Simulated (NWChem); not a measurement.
System: SrCl2; SMILES [Cl][Sr][Cl]

```xyz
3

Sr     0.0000     0.0000     0.3319
Cl     2.5154     0.0000    -0.3709
Cl    -2.5154     0.0000    -0.3709
```
Atoms are numbered in this order, from 1.

Program: NWChem. Geometry: optimised at PBE0/def2-SVP. def2 effective core potentials on Sr; no spin-orbit coupling. B3LYP is NWChem's, with the RPA form of VWN correlation.

For level B3LYP/def2-SVP (core potentials):

```yaml
highest occupied level (eV): -7.48
orbital gap (eV): 4.99
dipole (D): 4.28
```

**Question.** How do the values read with level B3LYP/STO-3G (all-electron, non-relativistic) instead?

**Answer.** 
| Item | Result |
|---|---|
| highest occupied level (eV) | -4.15 |
| orbital gap (eV) | 5.09 |
| dipole (D) | 4.49 |
